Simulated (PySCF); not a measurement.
Atom-mapped SMILES (the numbers label the heavy atoms): `[F:1][C:2]1=[CH:3][C@@:4]1([F:5])[C:6]([F:7])([F:8])[F:9]`. Each H is labelled by its parent atom.

One averaged value for each set of equivalent atoms, one conformer, no relativistic terms, gas phase. σ from GIAO-PBE0/pcSseg-1; geometry: GFN2-xTB; PySCF 2.14.0 with density-fitted response routines.

Scale: TMS for ¹³C (σ = 186.93 ppm), ¹H (σ = 31.72 ppm); CFCl3 for ¹⁹F (σ = 170.95 ppm) (reference shieldings calculated alike).

```csv
atoms,nucleus,count,δ (ppm)
H(C3),¹H,1,5.62
F7/F8/F9,¹⁹F,3,-89.2
C6,¹³C,1,130.1
F5,¹⁹F,1,-169.9
C3,¹³C,1,90.0
C4,¹³C,1,80.2
C2,¹³C,1,?
F1,¹⁹F,1,?
```

Task: Complete the table.

Result: 
- C2: 155.4 ppm, fully substituted alkene carbon; the olefinic region
- F1: -135.9 ppm, vinylic fluorine

Shifts are as computed. Against solution values, carbons near 30 ppm lie about +3 ppm off and those near 130 ppm about +5 ppm. Of 1309 compounds with measured shifts, 239 miss one by over three times the rms of a fit or turn the order of signals round; such compounds aren't used in these exercises. Unscaled 19F shifts against computed CFCl3 carry errors that often reach 10 to 50 ppm.
